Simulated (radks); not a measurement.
Values are calculated unless marked as measured or tabulated.
The nuclear charge of neutral niobium is varied continuously with 41 electrons held in [Kr] 4d4 5s1. Code: a radial shooting solver on a logarithmic mesh with Libxc functionals. Model: scalar-relativistic Kohn-Sham, r2SCAN, spin-polarised, spherical densities, finite nucleus; open shells are filled with parallel spins first (spin-orbit coupling, left out, can overturn this in heavy ions); meta-GGA in the generalised Kohn-Sham scheme; Fermi nuclear charge, rms radius 4.324 fm. By the Hellmann-Feynman theorem dE/dZ = E(electron-nucleus)/Z, the electronic potential at the nucleus (averaged over a nucleus of fixed radius). The scalar-relativistic energy here is not variational (the density holds large components alone), so the two differ by a part that grows with Z.

| Z | E (hartree) | E(electron-nucleus)/Z (hartree) | HOMO | e(HOMO) (eV) | <r> HOMO (bohr) |
|---|---|---|---|---|---|
| 40.8 | -3775.42382 | -222.989 | 4d | -2.251 | 2.287 |
| 41 | -3820.26901 | -224.493 | 4d | -3.851 | 2.167 |
| 41.2 | -3865.41650 | -225.994 | 4d | -5.619 | 2.066 |
| 41.4 | -3910.86582 | -227.494 | 5s | -7.369 | 3.331 |
| 41.6 | -3956.61664 | -228.992 | 5s | -8.816 | 3.229 |
| 41.8 | -4002.66870 | -230.488 | 5s | -10.344 | 3.135 |
| 42 | -4049.02183 | -231.984 | 5s | -11.949 | 3.048 |

The central difference of E at Z = 41 is -224.982 hartree, to compare with the third column; the second derivative is -7.56 hartree.
